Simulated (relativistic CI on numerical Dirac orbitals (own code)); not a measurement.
## Hyperfine structure of Se XV, mass number 77

Method of calculation: Dirac-Coulomb-Breit CI, orbitals from a KLI potential per configuration, a model potential for QED, unscaled Slater integrals (own radial code, finite nucleus).

CI space (outside the closed core [Ne]): 3s²3p⁶3d², 3s²3p⁵3d³, 3s3p⁶3d³, 3s²3p⁶3d4s, 3s²3p⁶3d4p, 3s²3p⁶3d4d, 3s²3p⁶3d4f, 3s²3p⁶4s², 3s²3p⁵3d²4s, 3s²3p⁶4s4p, 3s²3p⁵3d²4p, 3s²3p⁶3d5s, 3p⁶3d⁴, 3p⁵3d⁵. Double excitations out of closed p, d and f shells are left out; levels of such configurations are missing from the list, as are those of other unlisted configurations, and high levels can miss mixing partners. These lack a partner that the ground configuration has and come out too high: 3s²3p⁵3d²4s, 3s²3p⁵3d²4p.

Nuclear spin I = 1/2, μ = 0.53356 μN (tables of Stone and Pyykkö). The electronic factors are computed for point nuclear moments, without core polarisation or the Bohr-Weisskopf and QED corrections.

| Level | E (cm⁻¹) | A (MHz) |
| --- | --- | --- |
| 3s²3p⁶3d² ³F2 | 0 | 4956 |
| 3s²3p⁶3d² ³F3 | 7273 | 3079 |
| 3s²3p⁶3d² ³F4 | 15121 | 2379 |
| 3s²3p⁶3d² ¹D2 | 39591 | 2946 |
| 3s²3p⁶3d² ³P1 | 45561 | 55.02 |
| 3s²3p⁶3d² ³P2 | 53128 | 2063 |
| 3s²3p⁶3d² ¹G4 | 62716 | 3136 |
| 3s²3p⁵3d³ ⁵D°2 | 671523 | 5317 |

Levels with J = 0, under 50 % of one LS term, or S terms without an open s electron are left out. Small factors come from cancelling terms and can be off by tens of per cent or more.

At this charge energies of transitions that change n are usually good to better than 1 %, and those within a shell (Δn = 0) to a few per cent. Terms inside the open d or f shell come out 10 to 20 % too wide with unscaled integrals.

Give the hyperfine levels of 3s²3p⁶3d² ³F2 relative to its centre of gravity.

With K = F(F + 1) − I(I + 1) − J(J + 1), E = AK/2: F = 3/2: -7435, F = 5/2: 4956 MHz.

LS names give the leading component of a level, which can be under half, so a name can repeat, a term be missing and a line seem to break the LS rules.
